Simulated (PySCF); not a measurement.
## Chromium: a sound run and one with changed settings

Sound run: Cr [Ar] 3d5 4s1, Cr⁺ [Ar] 3d5. Calculation: PySCF 2.14, in cc-pVTZ-DK (7s6p4d2f1g, 68 functions); the spin-free X2C one-electron Hamiltonian (Gaussian nucleus). In the sound run the correlated levels freeze [Ar]. The sound run starts from symmetry-adapted Hartree-Fock orbitals and uses a fine grid where one is needed.

Changed run: no relativity, point nucleus. This setting is unsound on purpose.

```csv
species,method,sound run (hartree),changed run (hartree),converged
Cr,UHF,-1049.65430,-1040.61384,yes
Cr,BP86,-1050.94690,-1041.91036,yes
Cr,PBE0,-1050.57753,-1041.54026,yes
Cr,MP2,-1049.74839,-1040.70658,yes
Cr⁺,UHF,-1049.43361,-1040.39818,yes
Cr⁺,BP86,-1050.66973,-1041.63990,yes
Cr⁺,PBE0,-1050.31819,-1041.28719,yes
Cr⁺,MP2,-1049.51015,-1040.47420,yes
```

Ionisation energy of Cr:

```tsv
method	sound run (eV)	changed run (eV)
UHF	6.005	5.868
BP86	7.542	7.360
PBE0	7.057	6.886
MP2	6.483	6.323
SCS-MP2	6.164	6.020
```

Most of the change in total energy is the relativistic energy itself. On top of that the contraction fixes the core shape for the Hamiltonian it was made with, so the changed run is not a good calculation with the other Hamiltonian either.

For comparison, NIST gives 6.767 eV between the lowest levels.
